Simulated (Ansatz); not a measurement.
Frontier orbitals of C10H7I, SMILES `Ic1ccc2ccccc2c1`.

Cartesian coordinates in Å:
```
I -2.775 -3.311 1.284
C -1.459 -1.728 0.946
C -0.934 -1.036 2.054
C -0.070 0.003 1.848
C 0.305 0.396 0.546
C 1.194 1.466 0.309
C 1.536 1.820 -0.967
C 1.002 1.119 -2.066
C 0.138 0.078 -1.868
C -0.233 -0.311 -0.563
C -1.124 -1.382 -0.332
H -1.214 -1.329 3.057
H 0.339 0.541 2.697
H 1.603 2.003 1.158
H 2.220 2.643 -1.138
H 1.281 1.409 -3.072
H -0.274 -0.463 -2.713
H -1.533 -1.919 -1.180
```

Charge 0, multiplicity 1. Correlated methods include outer-core shells of I, which these sets cover unevenly. I: def2 effective core potential. The geometry is a stationary point of PBE0-D4/def2-TZVP. Basis def2-TZVPP, Ansatz.

```csv
functional,HOMO (eV),LUMO (eV),gap (eV)
PBE,-5.57,-2.28,3.29
BLYP,-5.37,-2.09,3.28
B97M-V,-5.69,-2.07,3.62
PBE0,-6.46,-1.48,4.98
HSE06 (plane-wave form),-6.08,-1.84,4.24
CAM-B3LYP,-7.55,-0.44,7.11
ωB97M-V,-8.37,0.43,8.80
```

From PBE to PBE0 the HOMO moves by −0.89 eV and the LUMO by +0.80 eV, and with ωB97M-V by −2.80 and +2.71 eV, so the gap grows from 3.29 to 8.81 eV with exact exchange. A positive LUMO is unbound and depends on the basis.
